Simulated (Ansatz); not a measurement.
System: sum formula BNH3Cl2, charge 1, multiplicity 1. It need not be the lowest isomer of its formula. 
Structure (B3LYP-D3(BJ)/def2-TZVP (Ansatz, a first-principles code) minimum search):
SMILES: ClB(Cl)[NH3+]
```xyz
7

N     -1.7390    -0.0744     0.1023
B     -0.1732    -0.0126     0.0093
Cl     0.6438    -1.5073    -0.0147
Cl     0.4962     1.5545    -0.0525
H     -2.0953    -1.0342     0.1081
H     -2.0720     0.3929     0.9532
H     -2.1731     0.4234    -0.6829
```
Charge +1, spin multiplicity 1.

Total electronic energies in hartree. Cores are frozen in the correlated levels unless marked. Spin-orbit coupling is left out. No relativistic terms. CBS(X,Y): correlation extrapolated as X^-3; Hartree-Fock from the larger set (for Q and 5 zeta extrapolated as (X+1)exp(-9√X)). The bracket is a focal-point correction in the basis named.

| level | program | energy (Eh) |
|---|---|---|
| HF/6-31G | Ansatz | -999.60983 |
| HF/6-31G* | Ansatz | -999.69992 |
| PBE-D3(BJ)/def2-TZVPD | Ansatz + dftd3 | -1001.23051 |
| B97M-V/def2-TZVPD | Ansatz | ___ |
| PBE0-D3(BJ)/def2-TZVP | Ansatz + dftd3 | -1001.31227 |
| PBE0-D3(BJ)/def2-TZVPD | Ansatz + dftd3 | -1001.31317 |
| PBE0/def2-TZVPD | Ansatz | -1001.30800 |
| BHLYP/def2-TZVPD | Ansatz | -1001.66228 |
| CAM-B3LYP-D3(BJ)/def2-TZVPD | Ansatz + dftd3 | -1001.69506 |
| CAM-B3LYP/def2-TZVPD | Ansatz | -1001.69027 |
| LC-wPBE-D4/def2-TZVPD | Ansatz + dftd4 | -1001.40699 |
| B2GP-PLYP-D4/def2-TZVPD | Ansatz + dftd4 | -1001.27069 |
| B2GP-PLYP/def2-TZVPD | Ansatz | -1001.26857 |
| B2PLYP-D3(BJ)/def2-TZVPD | Ansatz + dftd3 | -1001.38198 |
| MP2/STO-3G | Ansatz | -989.04264 |
| MP2/cc-pV(T+d)Z | Ansatz | -1000.50299 |
| MP2/CBS(cc-pV(Q+d)Z,cc-pV(5+d)Z) | Ansatz | -1000.6247 |
| SCS-MP2/cc-pV(T+d)Z | Ansatz | -1000.49328 |
| CCSD/6-31G | Ansatz | -999.88804 |
| CCSD(T)/6-31G | Ansatz | -999.89532 |
| CCSD(T)/cc-pV(T+d)Z | Ansatz | -1000.57644 |
| RI-MP2/CBS(cc-pV(T+d)Z,cc-pV(Q+d)Z)+[CCSD(T)-MP2]/cc-pV(D+d)Z | Ansatz | -1000.6723 |
| CCSD(T)/CBS(cc-pV(Q+d)Z,cc-pV(5+d)Z) | Ansatz | -1000.6855 |

Complete the blanks.


- B97M-V/def2-TZVPD, energy (Eh): -1001.47278
